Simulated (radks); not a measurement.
Question: Species: H I. Configuration: 1s0.5 2s0.5 (fractional occupations, a model configuration). Calculated with a radial shooting solver on a logarithmic mesh with Libxc functionals: scalar-relativistic Kohn-Sham, PBE, spin-polarised, spherical densities, point nucleus; open shells are filled with parallel spins first. Some entries of the table are withheld. Estimate them.

orbital,occ.,eigenvalue (eV),r(max) (bohr),<r> (bohr)
1s up,0.5,-11.6344,0.9097,1.377
2s up,0.5,-1.4320,6.009,6.937
2p up,0,-1.0538,(1),6.847

Answer: 
(1) 2p up r(max) (bohr): 5.875
